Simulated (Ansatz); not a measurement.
ScBr₃, SMILES [Br][Sc]([Br])[Br].

Coordinates come from a B3LYP-D3(BJ)/def2-SVP optimisation.

Two levels are set side by side: PBE/def2-TZVPD (Ansatz, an electronic-structure program) and CAM-B3LYP/def2-TZVPD (Ansatz). Energy differences of separate SCF runs at the same geometry; the states with an electron removed or added have multiplicity 2 and 2. Differences are taken from unrounded values.

```
quantity                           CAM-B3LYP
---------------------------------  ---------
vertical ionisation energy (eV)        10.69
vertical electron affinity (eV)         2.11
vertical singlet–triplet gap (eV)       3.91
```

Question: What does PBE give, and how far is it from CAM-B3LYP? (Estimate from the structure and the level; the computed values follow.)

Answer: 
| quantity | PBE | PBE minus CAM-B3LYP |
|---|---|---|
| vertical ionisation energy (eV) | 9.86 | -0.82 |
| vertical electron affinity (eV) | 1.73 | -0.37 |
| vertical singlet–triplet gap (eV) | 3.51 | -0.41 |
